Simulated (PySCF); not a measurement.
```xyz
4

Cl     1.9526     0.0110     0.0593
Ga    -0.2121    -0.0012    -0.0065
H     -0.8786     1.4054    -0.0136
H     -0.8619    -1.4153    -0.0392
```

Charge 0, multiplicity 1.

Give the Mulliken and meta-Löwdin atomic charges from PySCF with TPSSh-D3(BJ)/def2-TZVP // B3LYP-D3(BJ)/def2-TZVP.


```csv
atom,Mulliken (e),meta-Löwdin (e)
Cl1,-0.31,-0.30
Ga2,0.44,0.44
H3,-0.06,-0.07
H4,-0.06,-0.07
```
